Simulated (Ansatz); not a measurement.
Consider the formal exchange of groups at a C–C bond: `O=CC[SiH2]O` + `FC(F)[SiH3]` → `O=CC(F)(F)[SiH3]` + `C[SiH2]O`.

Computed with Ansatz on PBE0-D4/def2-TZVP structures; ΔE is electronic, products minus reactants. CCSD(T)/CBS is the MP2 limit (def2-TZVPP, def2-QZVPP) plus CCSD(T) − MP2 in def2-TZVPP, frozen cores. This one scheme is used for every species. Functionals use def2-TZVPP. B3LYP here is the variant with VWN-RPA as its local correlation; programs differ in this. One conformer a species, not always the lowest.

```json
{"level": "PBE-D4", "ΔE (kcal/mol)": "4.9"}
{"level": "B3LYP-D4", "ΔE (kcal/mol)": "4.6"}
{"level": "ωB97X-V", "ΔE (kcal/mol)": "4.2"}
{"level": "PBE", "ΔE (kcal/mol)": "4.8"}
{"level": "CCSD/def2-TZVPP", "ΔE (kcal/mol)": "3.9"}
{"level": "HF/def2-QZVPP", "ΔE (kcal/mol)": "4.0"}
{"level": "SCS-MP2/def2-QZVPP", "ΔE (kcal/mol)": "4.2"}
{"level": "HF/CBS(def2)", "ΔE (kcal/mol)": "4.0"}
```

What does CCSD(T)/CBS give? (Best estimate.)

Ansatz gave: +4.2 kcal/mol. The listed levels differ from it by 0.7, 0.4, 0.0, 0.6, -0.3, -0.2, 0.0, -0.2 kcal/mol.

Largest T1 diagnostic among the species: 0.014.
